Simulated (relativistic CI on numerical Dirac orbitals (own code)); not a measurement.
Line list: Electric-dipole lines, Sn¹⁷⁺

Computed by Dirac-Coulomb-Breit CI, separate exchange-only KLI orbitals for each configuration, model QED, unscaled Slater integrals (own radial code, finite nucleus).

Configuration list (outside the closed core [Ar] 3d10): 4s2 4p3, 4s 4p4, 4p5, 4s2 4p2 4d, 4s 4p3 4d, 4s2 4p2 4f, 4s 4p3 4f, 4p4 4d, 4s 4p2 4d2, 4s2 4p 4d 4f, 4s2 4p2 5s, 4p4 4f, 4s2 4p2 5p, 4p4 5s, 4s 4p2 4d 5s, 4s 4p3 5s, 4s2 4p2 5d, 4p3 4d 4f, 4s2 4p 4f 5s, 4s 4p3 5p, 4s 4p2 4f2, 4s2 4p2 5f, 4s2 4p2 5g, 4s2 4p2 6s, 4s 4p3 5d, 4s2 4p2 6p, 4s 4p2 5s2, 4s2 4p 4d2, 4s2 4d3, 4s 4p 4d3, 4s2 4d2 4f, 4s 4p 4d2 4f, 4s2 4d2 5s, 4p3 4d2, 4p2 4d3, 4p2 4d2 4f, 4p2 4d2 5s, 4s2 4p 4f2, 4s2 4d 4f2, 4s 4p 4d 4f2, 4s2 4f3, 4s 4p 4f3, 4s2 4f2 5s, 4p3 4f2, 4p2 4d 4f2, 4p2 4f3, 4p2 4f2 5s, 4s2 4p 4d 5s, 4s 4p 4d2 5s, 4s2 4d 4f 5s, 4s 4p 4d 4f 5s, 4s2 4d 5s2, 4s 4p2 4d 4f, 4p3 4d 5s, 4p2 4d 4f 5s, 4p2 4d 5s2, 4s2 4p 5s2, 4s 4p 4d 5s2, 4s2 4f 5s2, 4s 4p 4f 5s2, 4s 4p2 4f 5s, 4s 4p 4f2 5s. Double excitations out of closed p, d and f shells are left out; levels of such configurations are missing from the list, as are those of other unlisted configurations, and high levels can miss mixing partners. These lack a partner that the ground configuration has and come out too high: 4s2 4p2 5p, 4s2 4p2 5d, 4s 4p3 5p, 4s2 4p2 5f, 4s2 4p2 5g.

```csv
λ vac (Å),Lower,Upper,A (s⁻¹),gf,Branching (%)
130.49,4s2 4p3 4S°_3/2 [1],4s2 4p2 4d 2D_5/2 [32],9.10e+10,1.39e+00,32.2
133.44,4s 4p4 4P_5/2 [6],4s 4p3 4d 4D°_7/2 [84],2.02e+11,4.31e+00,93.9
134.82,4s2 4p3 2D°_5/2 [3],4s2 4p2 4d 2F_7/2 [37],3.78e+11,8.25e+00,100.0
135.04,4s 4p4 2D_5/2 [10],4s 4p3 4d 2F°_7/2 [109],3.71e+11,8.11e+00,96.4
135.89,4s 4p3 4d 4G°_9/2 [59],4s 4p2 4d2 4G_11/2 [373],3.04e+11,1.01e+01,91.7
136.13,4s2 4p3 2D°_3/2 [2],4s2 4p2 4d 2D_5/2 [35],1.86e+11,3.10e+00,60.6
136.63,4s 4p4 2P_3/2 [12],4s 4p3 4d 2F°_5/2 [121],1.92e+11,3.23e+00,70.3
136.95,4s2 4p3 4S°_3/2 [1],4s2 4p2 4d 4P_1/2 [27],2.44e+11,1.37e+00,95.5
136.95,4s2 4p2 4d 4F_9/2 [21],4s2 4p2 4f 4G°_11/2 [154],2.65e+11,8.94e+00,97.1
137.30,4s2 4p3 4S°_3/2 [1],4s2 4p2 4d 4P_3/2 [26],1.92e+11,2.17e+00,81.9
137.65,4s2 4p3 2D°_3/2 [2],4s2 4p2 4d 2D_3/2 [34],2.11e+11,2.39e+00,74.0
138.35,4s2 4p2 4d 4F_3/2 [13],4s2 4p2 4f 4G°_5/2 [124],1.93e+11,3.32e+00,69.7
138.41,4s2 4p3 4S°_3/2 [1],4s2 4p2 4d 4P_5/2 [25],2.17e+11,3.75e+00,77.9
138.96,4s2 4p2 4d 2G_9/2 [30],4s2 4p2 4f 2H°_11/2 [178],2.91e+11,1.01e+01,91.2
139.10,4s2 4p2 4d 2F_7/2 [37],4s2 4p 4d2 2G°_9/2 [208],6.46e+11,1.87e+01,97.9
139.11,4s2 4p3 2P°_1/2 [4],4s2 4p2 4d 2P_3/2 [38],1.51e+11,1.75e+00,62.6
139.29,4s2 4p2 4d 2D_5/2 [35],4s2 4p 4d2 2F°_7/2 [196],2.70e+11,6.29e+00,46.9
139.76,4s2 4p2 4d 2F_7/2 [28],4s2 4p2 4f 2H°_9/2 [172],1.92e+11,5.62e+00,58.8
139.78,4s2 4p2 4d 4F_9/2 [21],4s2 4p 4d2 4F°_9/2 [149],1.92e+11,5.63e+00,57.7
139.85,4s2 4p2 4d 2D_5/2 [32],4s2 4p2 4f 2F°_7/2 [183],3.63e+11,8.51e+00,75.1
139.93,4s2 4p2 4d 2F_5/2 [16],4s2 4p2 4f 2G°_7/2 [137],2.29e+11,5.38e+00,83.8
140.13,4s2 4p3 2D°_5/2 [3],4s2 4p2 4d 2D_5/2 [35],1.05e+11,1.86e+00,34.3
140.22,4s2 4p2 4d 4P_5/2 [25],4s2 4p 4d2 2F°_7/2 [166],2.88e+11,6.79e+00,71.0
141.70,4s2 4p2 4d 2G_7/2 [24],4s2 4p 4d2 2G°_9/2 [159],1.59e+11,4.79e+00,54.5
141.86,4s2 4p2 4d 2D_3/2 [40],4s2 4p2 4f 2F°_5/2 [220],4.25e+11,7.69e+00,80.4
142.66,4s2 4p3 2D°_3/2 [2],4s2 4p2 4d 2D_5/2 [32],9.78e+10,1.79e+00,34.6
143.19,4s2 4p3 2P°_3/2 [5],4s2 4p2 4d 2D_5/2 [41],3.13e+11,5.76e+00,93.0
143.29,4s2 4p2 4d 2D_5/2 [41],4s2 4p 4d2 2G°_7/2 [224],5.59e+11,1.38e+01,93.7
145.09,4s2 4p2 4d 4F_7/2 [17],4s2 4p2 4f 4G°_9/2 [131],1.21e+11,3.81e+00,71.0
147.06,4s2 4p3 2D°_5/2 [3],4s2 4p2 4d 2D_5/2 [32],9.05e+10,1.76e+00,32.0
```

Terms are leading LS components. Brackets give the number of a level in order of energy, since labels repeat. The list gives strong lines, with weight on those to low levels, without lines whose two gauges differ by over a factor of 2.5, among the lowest 400 of 11695 levels, so that lines to higher ones, which can be the strongest, are missing. Levels whose partners in the same complex of configurations lie outside the list can be far off, and so can their lines. Rates are taken at the computed energies, electric ones in the length gauge.

At this charge energies of transitions that change n are usually good to better than 1 %, and those within a shell (Δn = 0) to a few per cent.

LS names give the leading component of a level, which can be under half, so a name can repeat, a term be missing and a line seem to break the LS rules.
